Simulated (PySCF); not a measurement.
H2, SMILES [H][H].

Coordinates come from a PBE0-D3(BJ)/def2-TZVPD optimisation.

The numbers are results of TDDFT-LC-ωPBE/def2-TZVPD (PySCF), not measurements.

Vertical excitations; the highest root listed may be one member of a degenerate set.  State labels are in the subgroup D2h.

List the lowest excited states. (The exact figures need the calculation; the answer reports its results.)


```
state  symmetry  energy (eV)  λ (nm)      f                        main pairs
-----  --------  -----------  ------  -----  --------------------------------
S1          B1u        12.51      99  0.359                   HOMO→LUMO 100 %
S2          B3u        13.67      91  0.367      HOMO→LUMO+2 (degenerate set)
S3          B2u        13.67      91  0.367      HOMO→LUMO+1 (degenerate set)
S4           Ag        15.55      80  0.000                 HOMO→LUMO+3 100 %
S5          B2g        17.21      72  0.000      HOMO→LUMO+4 (degenerate set)
S6          B3g        17.21      72  0.000      HOMO→LUMO+5 (degenerate set)
S7          B1u        18.78      66  0.227                 HOMO→LUMO+6 100 %
S8           Ag        19.54      63  0.000                  HOMO→LUMO+7 99 %
S9          B1u        31.08      40  0.074                 HOMO→LUMO+8 100 %
S10         B3u        46.80      26  0.347                HOMO→LUMO+10 100 %
T1          B1u        10.19     122      0  HOMO→LUMO 84 %, HOMO→LUMO+6 15 %
T2          B3u        12.53      99      0      HOMO→LUMO+2 (degenerate set)
T3          B2u        12.53      99      0      HOMO→LUMO+1 (degenerate set)
T4           Ag        13.87      89      0                  HOMO→LUMO+3 95 %
```
Triplets are in the Tamm–Dancoff approximation, which puts them higher than full response would, so one can lie above its singlet here.
